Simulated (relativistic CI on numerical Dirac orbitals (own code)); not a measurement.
## Zeeman pattern of Ba+ 4554.03 Å at 1.5 T

Problem. The line 6s 2S_1/2 – 6p 2P°_3/2 of Ba+ lies at 4554.03 Å (air; NIST Handbook). Calculate its Zeeman pattern at B = 1.5 T, seen across the field, in LS coupling, and compare it with the Doppler width at an assumed gas temperature of 3000 K.

Working.
1. Landé factors g = 3/2 + [S(S + 1) − L(L + 1)]/[2J(J + 1)]: lower 2.0000, upper 1.3333.
2. The unit is μB B/hc = 0.46686 × 1.5 = 0.7003 cm⁻¹, or 145.3 mÅ at this wavelength. A component is shifted by g_u m_u − g_l m_l units. Seen across the field, the strengths for lower J and m are (J + 1)² − m² (π) and ¼(J + m + 1)(J + m + 2) (σ).
3. π components (Δm = 0), symmetric about zero, as shift (strength, strongest of all = 100): ±0.333 (100).
4. σ components with Δm = +1, mirrored for −1: 1.000 (75), 1.667 (25).
5. The centre of the σ group lies at ḡ = 1.167 units, 169.5 mÅ from the line centre.
6. The Doppler width is 7.16 × 10⁻⁷ λ √(T/M) = 15.2 mÅ (FWHM, M = 138), so the sum of Gaussians shows separate peaks away from the centre.

Check. A relativistic CI calculation gives g = 2.0023 and 1.3341 for the two levels. The nearest fine-structure partner lies 1691 cm⁻¹ away, 2414 Zeeman units, so the weak-field formulas hold; hyperfine structure, which matters at weak fields for isotopes with nuclear spin, is neglected.
